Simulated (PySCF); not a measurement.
Compound: [MnO4]3- (charge -3 and triplet state).
Bonds: Mn1–O2, Mn1–O3, Mn1–O4, Mn1–O5.
The ion is multiply charged and has no counter-ions or solvent; whether it holds all its electrons wasn't checked.

Computed by this run: PBE0-D3(BJ)/def2-SVP geometry optimisation, gas phase (PySCF); unrestricted, density fitting, grid level 1; the optimiser is geomeTRIC in internal coordinates, started from a GFN2-xTB structure with every atom displaced at random (about 0.03 Å).

Step 0: E = -39468.0216 eV
```
atom  x, y, z in Å  |  force x, y, z in eV/Å
Mn1     0.0622   -0.0789    0.0151   -3.294   2.035  -0.382
O2     -0.0090   -0.0308    1.6868    0.276  -0.410  -1.874
O3      1.5332    0.0043   -0.5990    0.548  -0.517   0.161
O4     -0.7037    1.3920   -0.5584    1.131  -2.705   1.083
O5     -0.8078   -1.3971   -0.6066    1.339   1.598   1.012
```

Step 1: E = -39468.4622 eV
```
atom  x, y, z in Å  |  force x, y, z in eV/Å
Mn1     0.0313   -0.0200   -0.0097   -1.290   0.237  -0.038
O2     -0.0016   -0.0579    1.6136    0.099   0.025   0.018
O3      1.5357   -0.0443   -0.5671    0.656   0.094  -0.211
O4     -0.7260    1.3454   -0.5370    0.412  -0.505   0.179
O5     -0.7645   -1.3336   -0.5619    0.122   0.148   0.053
```

Task: Estimate the geometry and energy of step 2. (The exact step hangs on the optimiser's Hessian estimate; all steps are aligned on step 1, rigid shifts and turns removed.)

Result: E = -39468.4778 eV, largest force 0.336 eV/Å
```
atom  x, y, z in Å  |  force x, y, z in eV/Å
Mn1     0.0138   -0.0217   -0.0111    0.032  -0.125   0.016
O2      0.0029   -0.0543    1.6110    0.017  -0.033   0.174
O3      1.5359   -0.0315   -0.5656    0.212   0.011  -0.045
O4     -0.7084    1.3289   -0.5334   -0.163   0.270  -0.117
O5     -0.7694   -1.3318   -0.5631   -0.099  -0.123  -0.027
```

The energy changes by -0.0156 eV. The first-order estimate −F·Δx gives -0.0396 eV and the mean of the old and new forces, exact on a quadratic surface, -0.0157 eV. The step makes an angle of 45° with the force vector and moves no atom by more than 0.024 Å.

The cost below is that of the whole optimisation. On one thread, Arm Neoverse V2 (aarch64), on a shared host, this took 92 s and 0.38 GiB of memory at its peak.
